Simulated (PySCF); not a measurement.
# Excitation energy of W⁺ by level of theory

W⁺ [Xe] 4f14 5d4 6s1 (6D) → W⁺ [Xe] 4f14 5d3 6s1 6p1 (high-spin determinant), as a difference of total energies. Calculation: PySCF 2.14, in aug-cc-pwCVDZ-PP with ECP60MDF (6s6p5d3f, 70 functions); scalar relativity through the core potential. Correlated levels: valence: 5s2 5p6 frozen. The calculations carry no spin-orbit coupling.

```json
{"method": "UHF", "excitation energy (eV)": "4.852"}
{"method": "MP2 (valence)", "excitation energy (eV)": "5.251"}
{"method": "SCS-MP2 (valence)", "excitation energy (eV)": "4.985"}
{"method": "CCSD (valence)", "excitation energy (eV)": "5.227"}
{"method": "CCSD(T) (valence)", "excitation energy (eV)": "5.222"}
```

**Question.** How much does correlation contribute at CCSD(T) (valence)?

**Answer.** 5.222 − (4.852) = 0.370 eV, measured against UHF.

The coupled-cluster amplitudes are large for the upper state (T1 above 0.03 or a double amplitude above 0.15), so a single reference is strained.

The determinant of the upper state mixes LS terms, which raises its energy above the lowest term, most at the Hartree-Fock and MP2 levels.
